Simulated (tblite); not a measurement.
C₆H₁₈N₂Si.
Numbering: `[CH3:1][CH:2]([CH3:3])[NH:4][SiH2:5][CH2:6][N:7]([CH3:8])[CH3:9]` (hydrogens: H10, H11, H12 on C1; H13 on C2; H14, H15, H16 on C3; H17 on N4; H18, H19 on Si5; H20, H21 on C6; H22, H23, H24 on C8; H25, H26, H27 on C9)

Cartesian coordinates in Å at the GFN2-xTB level; atoms count from 1:
```xyz
27
C6H18N2Si angstrom
C     -2.903    1.168    0.822
C     -2.234   -0.193    0.613
C     -3.063   -1.056   -0.327
N     -0.900   -0.003    0.093
Si    -0.075   -0.822   -1.153
C      1.618    0.048   -1.197
N      2.090    0.430    0.124
C      3.199    1.360    0.048
C      2.448   -0.727    0.913
H     -3.904    1.044    1.228
H     -2.322    1.775    1.514
H     -2.970    1.693   -0.127
H     -2.177   -0.704    1.590
H     -3.138   -0.576   -1.298
H     -4.062   -1.199    0.076
H     -2.595   -2.026   -0.460
H     -0.349    0.625    0.661
H      0.091   -2.275   -0.934
H     -0.713   -0.669   -2.470
H      1.521    0.960   -1.786
H      2.357   -0.580   -1.721
H      2.882    2.253   -0.490
H      3.494    1.651    1.056
H      4.077    0.936   -0.465
H      1.581   -1.377    1.013
H      3.269   -1.309    0.463
H      2.758   -0.402    1.907
```

All values are computed: GFN2-xTB (tblite) harmonic vibrations without scaling, gas phase. The method is semi-empirical: single wavenumbers can be off by several per cent or more. Modes of hydrogen on silicon can be 10 to 20 % off. One conformer, not necessarily the lowest. The optimisation stopped once no atom felt more than 0.01 eV/Å.

Lowest wavenumbers of the output (negative numbers stand for imaginary wavenumbers):
```
mode    cm-1
  1     -26.6
  2      50.5
  3      55.7
  4      75.1
  5     134.5
  6     178.4
  7     209.2
  8     218.1
```

Is this structure a minimum?

Not by this Hessian. 1 mode is imaginary beyond 20i (27i cm⁻¹), so at this level the point lies at or near a first-order saddle. The curvature is small, so loose convergence or finite differences may be the whole cause.

Which atoms move in the imaginary mode?

27i: C1 (methyl carbon) 22 %, C3 (methyl carbon) 20 %, Si5 (SiH2 silicon) 11 %. These are shares of the mass-weighted motion.

What is the remedy?

Step along that mode in both directions, optimise again with tighter thresholds and repeat the frequencies. The zero-point energy of this point (146.6 kcal/mol) counts the 74 real modes alone, and thermal corrections from it aren't those of a minimum.
